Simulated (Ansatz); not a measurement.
`CO[SiH]F` radical, relaxed with UKS PBE-D4/def2-SVP in Ansatz from a rough embedded geometry. The force threshold is 0.03 eV/Å; the program also tests the step.

Total charge 0; spin multiplicity 2.

Start:

```xyz
8

C     0.572    0.720   -0.395
O     0.667   -0.684   -0.332
Si   -0.525   -1.459    0.495
F    -0.796   -0.571    1.932
H     1.479    1.046   -1.039
H     0.699    1.230    0.529
H    -0.310    1.072   -0.937
H    -1.786   -1.352   -0.255
```

**Question.** By how much does the energy fall, and how many steps does the optimiser take? (Best estimate.)

**Answer.** The calculation gave: 7.94 kcal/mol, in 23 steps, 3 of them rejected.

**Question.** Which bonds change most? (Estimate.)

**Answer.** The calculation gave: Si3–F4 from 1.711 to 1.650 Å; C1–H6 from 1.063 to 1.112 Å; C1–H5 from 1.159 to 1.113 Å; Si3–H8 from 1.471 to 1.514 Å.

**Question.** Give the relaxed structure. (Estimate.)

**Answer.** Ansatz gave: 
```xyz
8

C     0.629    0.896   -0.509
O    -0.255   -0.209   -0.594
Si   -0.467   -1.417    0.544
F    -0.814   -0.731    2.004
H     1.678    0.595   -0.729
H     0.601    1.379    0.493
H     0.321    1.647   -1.267
H    -1.694   -2.160    0.058
```
